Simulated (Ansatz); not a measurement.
`O[SiH2][Si](F)(Cl)Cl` and `F[Si](Cl)(Cl)I` differ in one atom or group.

Ansatz, PBE0-D4/def2-TZVP geometries, multiplicity 1. Each molecule was computed in one conformer, which needn't be the lowest.

Elements past krypton have def2 core potentials.

```json
{"property": "size of the dipole moment (PBE/def2-TZVPP) / D", "`O[SiH2][Si](F)(Cl)Cl`": "2.88"}
{"property": "HOMO–LUMO gap (ωB97M-V/def2-TZVPP) / eV", "`O[SiH2][Si](F)(Cl)Cl`": "11.39"}
{"property": "HOMO energy (PBE/def2-TZVPP) / eV", "`O[SiH2][Si](F)(Cl)Cl`": "-7.31"}
{"property": "zero-point energy (PBE0-D4/def2-TZVP) / kJ/mol", "`O[SiH2][Si](F)(Cl)Cl`": "100.7"}
{"property": "HOMO–LUMO gap (PBE/def2-TZVPP) / eV", "`O[SiH2][Si](F)(Cl)Cl`": "5.52"}
{"property": "HOMO energy (B3LYP/def2-TZVPP) / eV", "`O[SiH2][Si](F)(Cl)Cl`": "-8.36"}
```

Problem. Give the same properties after the change, and the shifts. (Estimate.)

Solution. The calculation gave: 
```csv
property,`F[Si](Cl)(Cl)I`,shift
size of the dipole moment (PBE/def2-TZVPP) / D,0.78,-2.10
HOMO–LUMO gap (ωB97M-V/def2-TZVPP) / eV,11.17,-0.22
HOMO energy (PBE/def2-TZVPP) / eV,-7.13,0.18
zero-point energy (PBE0-D4/def2-TZVP) / kJ/mol,20.5,-80.2
HOMO–LUMO gap (PBE/def2-TZVPP) / eV,5.02,-0.50
HOMO energy (B3LYP/def2-TZVPP) / eV,-8.05,0.31
```

With PBE0 the HOMO rises by 0.24 eV and the LUMO falls by 0.29 eV, so the gap narrows by about 0.53 eV. PBE moves the HOMO by 0.18 eV and ωB97M-V by 0.15 eV. The zero-point energy changes by -80.2 kJ/mol with -12 modes. Dipoles are sizes alone; their direction can turn.

B3LYP here is the variant with VWN-RPA as its local correlation; programs differ in this.

Spin–orbit coupling is left out; it splits and shifts lone-pair levels of the heavy atoms by tenths of an eV.
